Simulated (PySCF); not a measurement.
## Bi: excitation energy

Bi [Xe] 4f14 5d10 6s2 6p3 (4S) → Bi [Xe] 4f14 5d10 6s1 6p3 6d1 (6D), as a difference of total energies. Computed with PySCF 2.14 in aug-cc-pVQZ-PP with one added diffuse shell each of s, p, d, f, g type with ECP60MDF (8s8p6d4f3g, 117 functions), with scalar relativity through the core potential. Correlated levels: valence: 5s2 5p6 5d10 frozen. The calculations carry no spin-orbit coupling.

| method | excitation energy (eV) |
| --- | --- |
| UHF | 12.627 |
| LDA | 15.388 |
| PBE | 14.891 |
| PBE0 | 14.611 |
| r2SCAN | 14.635 |
| MN15 | 15.463 |
| LC-wPBE | 14.670 |
| revPBE | 14.723 |
| MP2 (valence) | 13.607 |
| SCS-MP2 (valence) | 13.908 |

How much does correlation contribute at MP2 (valence)?

13.607 − (12.627) = 0.980 eV, measured against UHF.

Spin-orbit coupling is strong in these open shells (close to jj coupling). The scalar numbers leave it out and a first-order estimate fails, so it can dominate the gap to the real levels.

The upper state lies above the first ionisation limit.

The promoted electron is Rydberg-like, and one or two diffuse shells describe it only roughly, which tends to raise the upper state.
